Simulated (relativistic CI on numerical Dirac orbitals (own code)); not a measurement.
**Level scheme of Tm61+**

These numbers are calculated, not measured: Dirac-Coulomb-Breit CI, KLI orbitals optimised for each configuration, model QED (radiative potential, 1s self-energy scaled to tabulated hydrogen-like ionisation energies), unscaled Slater integrals (own radial code, finite nucleus).

Configurations in the expansion (outside the closed core 1s2): 2s2.2p4, 2s.2p5, 2p6, 2p5.3s, 2p5.3p, 2s2.2p3.3s, 2p5.3d, 2s2.2p3.3p, 2s2.2p3.3d, 2s.2p4.3s, 2s.2p4.3p, 2s.2p4.3d, 2s2.2p3.4s, 2s2.2p3.4p, 2s2.2p3.4d, 2s2.2p3.4f. Levels of other configurations are missing.

The lowest level is 2s2.2p4 3P_2, with 68 % of that term; Hund's rules for 2s2.2p4 give 3P with J = 2, in agreement.

| No. | Configuration | Term | J | E (eV) | % | Lifetime (s) | jj configuration (%) |
| --- | --- | --- | --- | --- | --- | --- | --- |
| 1 | 2s2.2p4 | 3P | 2 | 0.00 | 68 |  | 2p3/2^2 (100) |
| 2 | 2s2.2p4 | 1S | 0 | 54.97 | 65 | 1.45e-02 | 2p3/2^2 (100) |
| 3 | 2s2.2p4 | 3P | 1 | 1014.58 | 100 | 9.15e-11 | 2p1/2 2p3/2^3 (100) |
| 4 | 2s2.2p4 | 1D | 2 | 1033.35 | 68 | 2.04e-10 | 2p1/2 2p3/2^3 (100) |
| 5 | 2s.2p5 | 3P° | 2 | 1382.01 | 100 | 1.84e-13 | 2s 2p3/2^3 (100) |
| 6 | 2s.2p5 | 1P° | 1 | 1458.80 | 61 | 7.38e-14 | 2s 2p3/2^3 (100) |
| 7 | 2s2.2p4 | 3P | 0 | 2069.63 | 64 | 2.77e-11 | 2p3/2^4 (99) |
| 8 | 2s.2p5 | 3P° | 0 | 2407.46 | 100 | 9.34e-14 | 2s 2p1/2 2p3/2^4 (100) |
| 9 | 2s.2p5 | 3P° | 1 | 2444.47 | 61 | 8.40e-14 | 2s 2p1/2 2p3/2^4 (100) |
| 10 | 2p6 | 1S | 0 | 2878.62 | 99 | 4.53e-14 | closed (99) |
| 11 | 2s2.2p3.3s | 3P° | 2 | 7483.90 | 48 | 1.22e-14 | 2p3/2 3s (100) |
| 12 | 2s2.2p3.3s | 1P° | 1 | 7492.40 | 32 | 5.21e-15 | 2p3/2 3s (100) |
| 13 | 2s2.2p3.3p | 3P | 1 | 7593.20 | 32 | 1.01e-12 | 2p3/2 3p1/2 (100) |
| 14 | 2s2.2p3.3p | 3D | 2 | 7594.84 | 25 | 6.34e-13 | 2p3/2 3p1/2 (100) |
| 15 | 2s2.2p3.3p | 3D | 3 | 7883.09 | 50 | 6.59e-13 | 2p3/2 3p3/2 (100) |
| 16 | 2s2.2p3.3p | 3P | 1 | 7883.48 | 35 | 6.35e-13 | 2p3/2 3p3/2 (100) |
| 17 | 2s2.2p3.3p | 3P | 2 | 7910.25 | 45 | 6.93e-13 | 2p3/2 3p3/2 (100) |
| 18 | 2s2.2p3.3p | 3P | 0 | 7934.32 | 70 | 2.86e-13 | 2p3/2 3p3/2 (100) |
| 19 | 2s2.2p3.3d | 3D° | 2 | 7994.05 | 33 | 1.07e-14 | 2p3/2 3d3/2 (99) |
| 20 | 2s2.2p3.3d | 3F° | 3 | 8001.75 | 27 | 6.60e-14 | 2p3/2 3d3/2 (98) |
| 21 | 2s2.2p3.3d | 3D° | 1 | 8004.96 | 34 | 3.33e-15 | 2p3/2 3d3/2 (100) |
| 22 | 2s2.2p3.3d | 3P° | 0 | 8007.91 | 64 | 1.45e-12 | 2p3/2 3d3/2 (100) |
| 23 | 2s2.2p3.3d | 3F° | 4 | 8069.60 | 51 | 9.31e-12 | 2p3/2 3d5/2 (100) |
| 24 | 2s2.2p3.3d | 3D° | 2 | 8080.60 | 34 | 1.29e-15 | 2p3/2 3d5/2 (99) |
| 25 | 2s2.2p3.3d | 3D° | 3 | 8095.90 | 47 | 5.80e-16 | 2p3/2 3d5/2 (98) |
| 26 | 2s2.2p3.3d | 3D° | 1 | 8107.02 | 33 | 8.64e-16 | 2p3/2 3d5/2 (100) |
| 27 | 2s2.2p3.3s | 5S° | 2 | 8481.75 | 54 | 2.09e-14 | 2p1/2 2p3/2^2 3s (100) |
| 28 | 2s2.2p3.3s | 3S° | 1 | 8493.09 | 55 | 4.81e-15 | 2p1/2 2p3/2^2 3s (100) |
| 29 | 2s2.2p3.3s | 3D° | 3 | 8506.24 | 100 | 1.69e-14 | 2p1/2 2p3/2^2 3s (100) |
| 30 | 2s2.2p3.3s | 1D° | 2 | 8514.24 | 67 | 5.34e-15 | 2p1/2 2p3/2^2 3s (100) |

Energies count from the lowest computed level; ° marks odd parity; lifetimes are radiative, by E1, M1, E2, M2 decay to levels of this space only. Filled j subshells are mostly left out of the jj labels.

The mean weight of the leading LS term, summed over parents, in these 30 levels is 58 %, and that of the leading jj configuration (from the same eigenvectors) 100 %, so jj coupling describes them better and the LS labels are nominal.

At this charge energies of transitions that change n are usually good to better than 1 %, and those within a shell (Δn = 0) to a few per cent.

LS names give the leading component of a level, which can be under half, so a name can repeat, a term be missing and a line seem to break the LS rules.
